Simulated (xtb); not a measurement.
xtb input (GFN2-xTB):

```bash
xtb mol.xyz --gfn 2 --sp --chrg 0 --uhf 0
```
mol.xyz:
```
4

O     -0.70682561    -1.23878399    -0.03284391
S      0.00000000    -0.00000000     0.00000000
O     -0.71953190     1.23187070     0.00594747
O      1.42635751     0.00691329     0.02689644
```

End of the output:

```
         :::::::::::::::::::::::::::::::::::::::::::::::::::::
         ::                     SUMMARY                     ::
         :::::::::::::::::::::::::::::::::::::::::::::::::::::
         :: total energy             -15.400197169844 Eh    ::
         :: gradient norm              0.017880786044 Eh/a0 ::
         :: HOMO-LUMO gap              4.348491864346 eV    ::
         ::.................................................::
         :: SCC energy               -15.473776491972 Eh    ::
         :: -> isotropic ES            0.046788822622 Eh    ::
         :: -> anisotropic ES          0.017443247042 Eh    ::
         :: -> anisotropic XC          0.003190501512 Eh    ::
         :: -> dispersion             -0.002206643123 Eh    ::
         :: repulsion energy           0.073579322128 Eh    ::
         :: add. restraining           0.000000000000 Eh    ::
         :: total charge              -0.000000000000 e     ::
         :::::::::::::::::::::::::::::::::::::::::::::::::::::

           -------------------------------------------------
          |                Property Printout                |
           -------------------------------------------------

    * Orbital Energies and Occupations

         #    Occupation            Energy/Eh            Energy/eV
      -------------------------------------------------------------
         1        2.0000           -0.8550270             -23.2665
         2        2.0000           -0.7299812             -19.8638
         3        2.0000           -0.7299812             -19.8638
         4        2.0000           -0.6712845             -18.2666
         5        2.0000           -0.5946528             -16.1813
         6        2.0000           -0.5946528             -16.1813
         7        2.0000           -0.5943857             -16.1741
         8        2.0000           -0.5252128             -14.2918
         9        2.0000           -0.5252128             -14.2918
        10        2.0000           -0.5173330             -14.0773
        11        2.0000           -0.5173330             -14.0773
        12        2.0000           -0.4971093             -13.5270 (HOMO)
        13                         -0.3373051              -9.1785 (LUMO)
        14                         -0.2572949              -7.0014
Note: The following floating-point exceptions are signalling: IEEE_DENORMAL
normal termination of xtb
        15                          0.0481643               1.3106
        16                          0.0481643               1.3106
        17                          0.0708072               1.9268
        18                          0.0708072               1.9268
        19                          0.4610472              12.5457
        20                          1.2597732              34.2802
        21                          1.2597732              34.2802
      -------------------------------------------------------------
                  HL-Gap            0.1598041 Eh            4.3485 eV
             Fermi-level           -0.4172072 Eh          -11.3528 eV

     #   Z          covCN         q      C6AA      α(0)
     1   8 O        0.860    -0.512    24.058     6.576
     2  16 S        2.579     1.537    92.568    16.193
     3   8 O        0.860    -0.512    24.058     6.576
     4   8 O        0.860    -0.512    24.058     6.576

 Mol. C6AA /au·bohr⁶  :        584.282876
 Mol. C8AA /au·bohr⁸  :      17557.506881
 Mol. α(0) /au        :         35.921717

Wiberg/Mayer (AO) data.
largest (>0.10) Wiberg bond orders for each atom

 ---------------------------------------------------------------------------
     #   Z sym  total        # sym  WBO       # sym  WBO       # sym  WBO
 ---------------------------------------------------------------------------
     1   8 O    1.975 --     2 S    1.619     4 O    0.178     3 O    0.178
     2  16 S    4.857 --     1 O    1.619     3 O    1.619     4 O    1.619
     3   8 O    1.975 --     2 S    1.619     4 O    0.178     1 O    0.178
     4   8 O    1.975 --     2 S    1.619     3 O    0.178     1 O    0.178
 ---------------------------------------------------------------------------

Topologies differ in total number of bonds
Writing topology from bond orders to xtbtopo.mol

molecular dipole:
                 x           y           z       tot (Debye)
 q only:       -0.000      -0.000      -0.000
   full:       -0.000      -0.000      -0.000       0.000
molecular quadrupole (traceless):
                xx          xy          yy          xz          yz          zz
 q only:       -2.790       0.002      -2.790      -0.157      -0.132       5.580
  q+dip:       -3.382       0.003      -3.383      -0.191      -0.160       6.765
   full:       -3.791       0.003      -3.792      -0.214      -0.180       7.582

           -------------------------------------------------
          | TOTAL ENERGY              -15.400197169844 Eh   |
          | GRADIENT NORM               0.017880786044 Eh/α |
          | HOMO-LUMO GAP               4.348491864346 eV   |
           -------------------------------------------------

------------------------------------------------------------------------
------------------------------------------------------------------------
 total:
 SCF:
```
